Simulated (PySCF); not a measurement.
A geometry optimisation, step by step.

Compound: C4H4BFO.
SMILES with atom numbers: `[BH2:1][c:2]1[cH:3][cH:4][c:5]([F:6])[o:7]1` (hydrogens: H8, H9 on B1; H10 on C3; H11 on C4)

Method: PBE0-D3(BJ)/def2-SVP geometry optimisation, gas phase in PySCF; density fitting, grid level 1; the optimiser is geomeTRIC in internal coordinates, started from a GFN2-xTB structure with every atom displaced at random (about 0.01 Å). The frame can shift and turn from step to step; on so coarse a grid that alone can change the energy by a few meV, and forces under 0.02 eV/Å are noise.

Step 0: E = -9634.2516 eV, largest atomic force 3.601 eV/Å
```
atom  x, y, z in Å  |  force x, y, z in eV/Å
B1      2.138   -0.318   -0.098   -2.249   1.428   0.293
C2      0.602   -0.135   -0.043    1.679   0.426   0.077
C3     -0.203    0.976    0.205    2.660   0.226   0.125
C4     -1.496    0.584    0.147   -3.575  -0.420  -0.072
C5     -1.468   -0.758   -0.152    0.189  -0.536  -0.010
F6     -2.448   -1.622   -0.319    0.851   0.507   0.086
O7     -0.222   -1.201   -0.259   -1.375  -0.472  -0.156
H8      2.596   -1.331   -0.342    0.787  -1.677  -0.371
H9      2.783    0.650    0.110    0.436   0.485   0.112
H10     0.178    1.962    0.431    0.110   0.277   0.018
H11    -2.420    1.167    0.303    0.487  -0.244  -0.101
```

Step 1: E = -9634.2472 eV, largest atomic force 1.410 eV/Å
```
atom  x, y, z in Å  |  force x, y, z in eV/Å
B1      1.782    0.151   -1.144    0.963  -0.787   0.664
C2      0.569   -0.039   -0.283   -0.658   0.206  -0.412
C3     -0.104    0.835    0.545   -1.030   0.474  -0.243
C4     -1.390    0.290    0.856    1.021  -0.018   0.853
C5     -1.309   -0.962    0.313   -0.157  -0.260  -0.162
F6     -2.074   -2.002    0.447   -0.416   0.046  -0.122
O7     -0.247   -1.164   -0.416    0.591  -0.120   0.205
H8      2.297   -0.835   -1.644   -0.278   0.376  -0.388
H9      2.372    1.200   -1.080   -0.070   0.097  -0.145
H10     0.260    1.820    0.833    0.036   0.026  -0.018
H11    -2.127    0.656    1.572   -0.003  -0.041  -0.233
```

Step 2: E = -9634.3913 eV, largest atomic force 0.696 eV/Å
```
atom  x, y, z in Å  |  force x, y, z in eV/Å
B1      1.811    0.109   -1.115    0.458  -0.055   0.457
C2      0.566   -0.040   -0.270   -0.288   0.030  -0.567
C3     -0.123    0.860    0.531   -0.384  -0.191  -0.304
C4     -1.365    0.272    0.887    0.399   0.075   0.565
C5     -1.315   -0.974    0.322    0.096  -0.048   0.056
F6     -2.134   -1.978    0.430   -0.062   0.080  -0.180
O7     -0.235   -1.181   -0.385    0.200  -0.025   0.225
H8      2.350   -0.793   -1.718   -0.343   0.047  -0.088
H9      2.357    1.184   -1.068    0.011   0.069  -0.020
H10     0.226    1.858    0.792    0.027  -0.035  -0.006
H11    -2.110    0.634    1.590   -0.115   0.053  -0.138
```

Step 3: E = -9634.4545 eV, largest atomic force 0.513 eV/Å
```
atom  x, y, z in Å  |  force x, y, z in eV/Å
B1      1.843    0.124   -1.083   -0.067  -0.071   0.141
C2      0.565   -0.013   -0.291   -0.269   0.138  -0.084
C3     -0.158    0.868    0.498    0.267   0.371   0.234
C4     -1.343    0.250    0.947    0.199  -0.215  -0.241
C5     -1.281   -0.983    0.344   -0.036  -0.141   0.088
F6     -2.138   -1.960    0.368    0.097  -0.048   0.015
O7     -0.194   -1.181   -0.360   -0.206  -0.027  -0.006
H8      2.226   -0.815   -1.730    0.102  -0.004  -0.092
H9      2.454    1.168   -1.045   -0.066  -0.075   0.016
H10     0.169    1.880    0.730    0.033   0.025   0.028
H11    -2.115    0.613    1.619   -0.054   0.048  -0.099
```

Step 4: E = -9634.4631 eV, largest atomic force 0.511 eV/Å
```
atom  x, y, z in Å  |  force x, y, z in eV/Å
B1      1.831    0.118   -1.074   -0.022  -0.065  -0.043
C2      0.543   -0.012   -0.302    0.136   0.052  -0.066
C3     -0.143    0.885    0.503   -0.053  -0.354  -0.113
C4     -1.329    0.252    0.929   -0.377   0.018   0.345
C5     -1.282   -0.998    0.361    0.113   0.120  -0.207
F6     -2.118   -1.992    0.391   -0.042   0.101   0.154
O7     -0.211   -1.184   -0.363    0.226   0.177  -0.053
H8      2.209   -0.794   -1.764    0.095  -0.021  -0.033
H9      2.450    1.153   -0.996   -0.020  -0.025   0.014
H10     0.195    1.893    0.740   -0.017  -0.031  -0.005
H11    -2.117    0.630    1.573   -0.037   0.027   0.007
```

Step 5: E = -9634.4705 eV, largest atomic force 0.178 eV/Å
```
atom  x, y, z in Å  |  force x, y, z in eV/Å
B1      1.833    0.106   -1.086    0.060   0.116   0.029
C2      0.542   -0.007   -0.316   -0.026  -0.103  -0.031
C3     -0.150    0.873    0.503    0.037   0.143  -0.067
C4     -1.346    0.256    0.931    0.141  -0.087   0.067
C5     -1.279   -0.989    0.359   -0.141   0.040  -0.096
F6     -2.113   -1.983    0.428   -0.002  -0.048  -0.026
O7     -0.217   -1.174   -0.380   -0.050  -0.072   0.099
H8      2.254   -0.782   -1.786   -0.070  -0.034   0.040
H9      2.444    1.141   -0.981    0.034   0.039  -0.004
H10     0.193    1.876    0.751   -0.005   0.010  -0.010
H11    -2.136    0.636    1.574    0.022  -0.004  -0.001
```

Step 6: E = -9634.4749 eV, largest atomic force 0.074 eV/Å
```
atom  x, y, z in Å  |  force x, y, z in eV/Å
B1      1.835    0.115   -1.082    0.019  -0.026   0.024
C2      0.541   -0.009   -0.318   -0.047   0.021  -0.054
C3     -0.152    0.876    0.494    0.029  -0.002   0.053
C4     -1.337    0.250    0.939    0.013   0.001  -0.031
C5     -1.286   -0.988    0.350    0.011  -0.005   0.061
F6     -2.120   -1.982    0.415    0.003  -0.008  -0.021
O7     -0.218   -1.177   -0.381   -0.016   0.003  -0.007
H8      2.245   -0.794   -1.761    0.001   0.004   0.000
H9      2.450    1.150   -0.988   -0.008   0.004  -0.006
H10     0.188    1.882    0.736    0.001   0.002   0.000
H11    -2.119    0.626    1.593   -0.005   0.007  -0.020
```

Step 7: E = -9634.4753 eV, largest atomic force under 0.02 eV/Å
```
atom  x, y, z in Å  |  force x, y, z in eV/Å
B1      1.835    0.114   -1.081   -0.001  -0.005   0.001
C2      0.539   -0.008   -0.319   -0.012  -0.002  -0.007
C3     -0.150    0.876    0.497    0.009  -0.001   0.003
C4     -1.337    0.251    0.939   -0.008  -0.011   0.011
C5     -1.284   -0.989    0.353    0.010   0.007  -0.009
F6     -2.118   -1.984    0.414   -0.006   0.009   0.007
O7     -0.218   -1.176   -0.380    0.006   0.004  -0.011
H8      2.244   -0.793   -1.763    0.007  -0.004   0.005
H9      2.448    1.150   -0.989   -0.003  -0.002   0.001
H10     0.190    1.881    0.739   -0.003   0.001  -0.001
H11    -2.122    0.630    1.587   -0.001   0.004   0.000
```

Step 8: E = -9634.4754 eV, largest atomic force under 0.02 eV/Å
```
atom  x, y, z in Å  |  force x, y, z in eV/Å
B1      1.835    0.113   -1.081    0.004  -0.004   0.003
C2      0.537   -0.007   -0.322    0.001   0.006  -0.015
C3     -0.151    0.876    0.496    0.006  -0.011   0.001
C4     -1.336    0.250    0.940   -0.001   0.000   0.004
C5     -1.284   -0.989    0.353   -0.011   0.005  -0.003
F6     -2.118   -1.984    0.416   -0.003   0.002  -0.002
O7     -0.220   -1.175   -0.383    0.004   0.004   0.007
H8      2.247   -0.794   -1.760    0.001  -0.003   0.004
H9      2.447    1.150   -0.988   -0.001   0.001  -0.001
H10     0.190    1.881    0.739   -0.001   0.000  -0.002
H11    -2.120    0.629    1.589    0.000   0.000   0.002
```

**Question.** Summarise the path.

**Answer.** The energy falls by 21.59 kJ/mol from step 0 to step 8; nine tenths of that is first reached at step 3. It rises by more than 0.2 meV at step 1. The largest force goes from 3.601 to under 0.02 eV/Å. Among the bonds B1–H8 changes most, from 1.138 to 1.206 Å; the atoms move by 0.029 Å rms after alignment.

The cost below is that of the whole optimisation. Hardware: one thread of an Arm Neoverse V2, on a shared host. Cost: 42 s, 0.50 GiB resident at most.
